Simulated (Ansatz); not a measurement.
Consider the cleavage of the In–As bond: `[AsH2][InH2]` + `CCNC` → `CC[N](C)[InH2]` + `[AsH3]`.

Isolated molecules relaxed with PBE0-D4/def2-TZVP in Ansatz; ΔE leaves out vibrations. CCSD(T)/CBS adds triple-zeta CCSD(T) − MP2 to the extrapolated MP2 energy (def2 sets, frozen cores). Functionals use def2-TZVPP. B3LYP here is the variant with VWN-RPA as its local correlation; programs differ in this. Elements past krypton have def2 core potentials. For As, In outer-core shells are correlated without core-valence functions, which leaves a few kJ/mol of doubt a bond. Scalar relativity is left out up to krypton. One conformer a species, not always the lowest.

Problem. Is it downhill or uphill in electronic energy at CCSD(T)/CBS, and by how much? (Estimate.)

Solution. Ansatz gave: Uphill: ΔE = +11.8 kcal/mol.

Problem. What do these levels give: LDA (SPW92), PBE0-D4, B3LYP-D4, r2SCAN0-D4, ωB97M-V, revPBE, r2SCAN0, CAM-B3LYP, HF/def2-TZVPP, CCSD/def2-TZVPP, HF/def2-QZVPP, MP2/CBS(def2)? (Best estimate.)

Solution. Ansatz gave: LDA (SPW92) 11.2, PBE0-D4 15.5, B3LYP-D4 13.6, r2SCAN0-D4 15.6, ωB97M-V 14.0, revPBE 16.4, r2SCAN0 16.1, CAM-B3LYP 14.6, HF/def2-TZVPP 20.0, CCSD/def2-TZVPP 13.0, HF/def2-QZVPP 19.7, MP2/CBS(def2) 11.8 kcal/mol.

Largest T1 diagnostic among the species: 0.016.

From PBE to PBE0 (25 % exact exchange), in def2-TZVPP and without D4, ΔE moves by +1.9 kcal/mol. In def2-TZVPP, CCSD(T) changes the Hartree–Fock value by −8.4 kcal/mol (the triples alone add −1.4 kcal/mol) and MP2 by −8.4 kcal/mol. Leaving LDA and LC-ωPBE aside and taking each functional with its dispersion term where it has one, the values, not all of them listed here, spread over 4.1 kcal/mol, from BLYP-D4 to r2SCAN0-D4. LDA lies −3.7 kcal/mol from PBE without D4.
